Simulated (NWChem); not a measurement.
Molecule: H2TeS; SMILES [TeH]S

Results from NWChem. Medium grid unless said otherwise, to which SCAN and Minnesota functionals are sensitive. Structure relaxed at the PBE0/def2-SVP level. def2 effective core potentials on Te; no spin-orbit coupling. Total energies of different functionals are on different scales.

| level | energy (Ha) | highest occupied level (eV) | orbital gap (eV) | dipole (D) |
|---|---|---|---|---|
| B3LYP/def2-TZVP | -667.5471 | -6.45 | 4.33 | 1.09 |
| PBE/def2-TZVP | -667.2579 | -5.61 | 2.88 | 1.07 |
| LRC-wPBEh/def2-TZVP | -667.3228 | -8.50 | 8.23 | 1.17 |
| SCAN/def2-TZVP | -667.5613 | -5.86 | 3.25 | 1.11 |
| LC-wPBE (HJS exchange hole, range parameter 0.4 per bohr)/def2-TZVP | -667.3429 | -9.28 | 9.51 | 1.24 |
| M06-L/def2-TZVP | -667.6026 | -5.55 | 3.23 | 1.20 |
| BP86/def2-TZVP | -667.6168 | -5.73 | 2.88 | 1.07 |
| MN15/def2-TZVP | -666.6918 | -7.23 | 5.84 | 1.22 |
| MPW1K/def2-TZVP | -667.5669 | (withheld) | (withheld) | 1.16 |

**Question.** Some entries are withheld; supply them.

**Answer.** 
- MPW1K/def2-TZVP, highest occupied level (eV): -7.47
- MPW1K/def2-TZVP, orbital gap (eV): 6.14
